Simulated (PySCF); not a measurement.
## GeSe⁻: from constants to spectrum

UHF-MP2 constants of GeSe⁻, ²Π (doublet), unpaired electrons π ↑ (basis Ge def2-TZVPPD, Se def2-TZVPPD; no relativity; PySCF 2.14; masses 73.9212 and 79.9165 u):

| Item | Value |
| --- | --- |
| ωe | 344.8 cm⁻¹ |
| ωexe | 0.656 cm⁻¹ |
| Be | 0.087148 cm⁻¹ |
| αe | 0.000273 cm⁻¹ |
| De to Ge + Se⁻ | 3.92 eV |

What force constant and bond length do these constants imply?

Reduced mass μred = 38.401 u; k = 5.8918×10⁻⁷·μred·ωe² (u, cm⁻¹, mdyn/Å) = 2.69 mdyn/Å; Re = √(16.8576/(μred·Be)) (u, cm⁻¹, Å) = 2.244 Å.

Estimate the centrifugal constant D from the Kratzer relation and find the Dunham coefficient a1.

D = 4Be³/ωe² = 2.23e-08 cm⁻¹; a1 = −1 − αeωe/(6Be²) = -3.07.

Correlated steps freeze 18 core orbitals. Spin–orbit coupling is left out. For an ion De counts to the pair picked by the measured ionisation energies or electron affinities, which need not be the lowest pair at this level. The state was picked by a PBE0 search and need not be the measured ground state.
